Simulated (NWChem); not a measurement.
# Correlation energy of diboron tetrachloride (B2Cl4)

```
B
B 1 1.6981
Cl 1 1.7599 2 120.47
Cl 1 1.7599 2 120.47 3 -180.00
Cl 2 1.7599 1 120.47 3 87.12
Cl 2 1.7599 1 120.47 3 -92.88
```
Charge 0, spin multiplicity 1.

Program: NWChem. The geometry was optimised at PBE/def2-SVP, a minimum by its harmonic frequencies. It is one conformer; others weren't searched.

Basis set: 6-31G*. Each correlation energy counts from its own Hartree-Fock reference.

| method | correlation energy (mHa) | difference from CCSD(T) |
|---|---|---|
| CR-CCSD[T] | -735.4 | +5.9 |
| SCS-MP2 | -640.4 | +101.0 |
| CCSD | -718.4 | +23.0 |
| CCSD+T(CCSD) | -742.8 | -1.4 |
| CR-CCSD(T) | -734.4 | +7.0 |
| CCSD(T) | -741.4 | 0.0 |
| MP2 | -663.5 | +77.8 |

The values span 102.3 mHa, from CCSD+T(CCSD) (lowest) to SCS-MP2 (highest). 

The correlated methods keep 22 core orbitals frozen. The Pople sets run with spherical d functions. Coupled-cluster values serve here as a point of comparison, not as the truth.
